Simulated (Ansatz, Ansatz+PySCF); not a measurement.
```yaml
atoms:
  - { symbol: C, position_ang: [1.3900, 0.0000, 0.0000] }
  - { symbol: C, position_ang: [0.6950, 1.2038, 0.0000] }
  - { symbol: C, position_ang: [-0.6950, 1.2038, 0.0000] }
  - { symbol: C, position_ang: [-1.3900, 0.0000, 0.0000] }
  - { symbol: C, position_ang: [-0.6950, -1.2038, 0.0000] }
  - { symbol: C, position_ang: [0.6950, -1.2038, 0.0000] }
  - { symbol: H, position_ang: [-1.2375, 2.1434, 0.0000] }
  - { symbol: H, position_ang: [-2.4750, 0.0000, 0.0000] }
  - { symbol: H, position_ang: [-1.2375, -2.1434, 0.0000] }
  - { symbol: H, position_ang: [1.2375, -2.1434, 0.0000] }
```

Basis set: def2-SVP (spherical functions). Charge 0, multiplicity 3.

Computed with Ansatz (development build ahead of 0.2.0); each method stands on the lowest determinant of its kind that the runs found. Restricted functionals stand beside restricted open-shell atoms, which can lie above the unrestricted atoms usual in DFT and then raise those values.

Give the atomization energy at this shape (free ground-state atoms in the same class of orbitals less the molecule, no zero-point energy) of triplet C6H4 by ωB97X (unrestricted), PBE0 (unrestricted), PBE0 (restricted open-shell), UHF, ROHF.

```json
{"method": "ωB97X (unrestricted)", "atomization energy": "49.33 eV"}
{"method": "PBE0 (unrestricted)", "atomization energy": "50.48 eV"}
{"method": "PBE0 (restricted open-shell)", "atomization energy": "50.68 eV"}
{"method": "UHF", "atomization energy": "36.96 eV"}
{"method": "ROHF", "atomization energy": "37.42 eV"}
```

Caution: another spin multiplicity may lie lower. Caution for UHF: the unrestricted determinant is spin contaminated.

The shape needn't be a minimum at these levels.
